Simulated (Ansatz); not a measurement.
Consider the ligand exchange at the Si–S bond: `O[SiH2]S[SiH2]F` + `S[SiH2]Cl` → `F[SiH2]S[SiH2]Cl` + `O[SiH2]S`.

Gas-phase electronic energies from Ansatz, PBE0-D4/def2-TZVP geometries. CCSD(T)/CBS adds triple-zeta CCSD(T) − MP2 to the extrapolated MP2 energy (def2 sets, frozen cores). DFT in def2-TZVPP. B3LYP here is the variant with VWN-RPA as its local correlation; programs differ in this. One conformer a species, not always the lowest.

Is it downhill or uphill in electronic energy at CCSD(T)/CBS, and by how much? (Estimate.)

The calculation gave: Nearly level: ΔE = +2.2 kJ/mol.

What do these levels give: r2SCAN-D4, PBE0-D4, ωB97M-V, B2PLYP, PBE0, B3LYP, HF/def2-TZVPP, SCS-MP2/def2-TZVPP, CCSD(T)/def2-TZVPP, HF/def2-QZVPP, SCS-MP2/def2-QZVPP, CCSD/CBS(def2)? (Estimate.)

Computed: r2SCAN-D4 3.7, PBE0-D4 3.0, ωB97M-V 3.7, B2PLYP 2.4, PBE0 2.7, B3LYP 2.4, HF/def2-TZVPP 1.3, SCS-MP2/def2-TZVPP 1.9, CCSD(T)/def2-TZVPP 2.5, HF/def2-QZVPP 1.0, SCS-MP2/def2-QZVPP 1.6, CCSD/CBS(def2) 2.0 kJ/mol.

Largest T1 diagnostic among the species: 0.012.
